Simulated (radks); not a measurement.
F I, configuration [He] 2s2 2p5. All-electron calculation, Dirac Kohn-Sham, PBE, spin-unpolarised, spherical densities, finite nucleus; open shells are shared between the two j in proportion to 2j + 1; Fermi nuclear charge, rms radius 2.8976 fm. Program: a radial shooting solver on a logarithmic mesh with Libxc functionals. Some entries of the table are withheld. Estimate them.

| orbital | occ. | eigenvalue (hartree) | <r^2> (bohr^2) | <1/r> (bohr^-1) |
|---|---|---|---|---|
| 1s1/2 | 2 | (1) | 0.04198 | (2) |
| 2s1/2 | 2 | (3) | 1.228 | 1.461 |
| 2p1/2 | 1.66667 | -0.40987 | 1.633 | (4) |
| 2p3/2 | 3.33333 | -0.40753 | 1.641 | (5) |

Answer. 
(1) 1s1/2 eigenvalue (hartree): -24.37773
(2) 1s1/2 <1/r> (bohr^-1): 8.631
(3) 2s1/2 eigenvalue (hartree): -1.09875
(4) 2p1/2 <1/r> (bohr^-1): 1.274
(5) 2p3/2 <1/r> (bohr^-1): 1.270
